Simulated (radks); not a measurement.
Excited configurations of Ir I: one electron is placed in a higher orbital outside [Xe] 4f14 5d7 6s1. The ground configuration is [Xe] 4f14 5d7 6s2. Calculated with a radial shooting solver on a logarithmic mesh with Libxc functionals: Dirac Kohn-Sham, PBE, spin-unpolarised, spherical densities, point nucleus; open shells fill j = l - 1/2 first. Excitation = E - E(ground); binding = E(ion) - E, where the ion is the core of charge +1; n* = 1/sqrt(2 binding) in atomic units, and the quantum defect is n - n*.

| outer orbital | excitation (eV) | binding (eV) | n* | <r> (bohr) |
|---|---|---|---|---|
| 5f5/2 | 8.925 | 0.913 | 3.860 | 17.26 |
| 6p1/2 | 4.781 | 5.057 | 1.640 | 3.982 |
| 6d3/2 | 8.234 | 1.604 | 2.912 | 10.17 |
| 6f5/2 | 9.206 | 0.632 | 4.638 | 29.17 |
| 7s1/2 | 7.205 | 2.633 | 2.273 | 8.199 |
| 7p1/2 | 7.946 | 1.893 | 2.681 | 10.54 |
| 7d3/2 | 8.829 | 1.009 | 3.671 | 19.09 |
| 7f5/2 | 9.381 | 0.458 | 5.453 | 43.70 |

The Delta-SCF ionisation energy is 9.838 eV (NIST Atomic Spectra Database: 8.967 eV, measured). Self-interaction in the functional shifts the binding energies and quantum defects, so they are the method's values and not measured ones. Spin polarisation and multiplet splitting are left out, so open shells lie too high by an amount that depends on their filling.

Beside tabulated values, note that spin-unpolarised runs miss the spin-polarisation part of the exchange energy of open shells.
